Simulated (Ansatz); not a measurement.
`O=C[NH][GeH2][OH]`, charge 0, multiplicity 1.

Give a relaxed structure at PBE0-D4/def2-TZVP (the Gaussian-basis code of Ansatz). (Estimate.)

The calculation gave: 
```xyz
10

O     1.280    0.150    1.741
C     0.313   -0.560    1.599
N    -0.526   -0.494    0.534
Ge   -0.283    0.767   -0.814
O     1.070    0.317   -1.860
H     0.033   -1.331    2.343
H    -1.311   -1.126    0.536
H    -1.611    0.699   -1.590
H     0.066    2.130   -0.236
H     0.969   -0.552   -2.254
```
This is one stationary point; other conformers may exist.
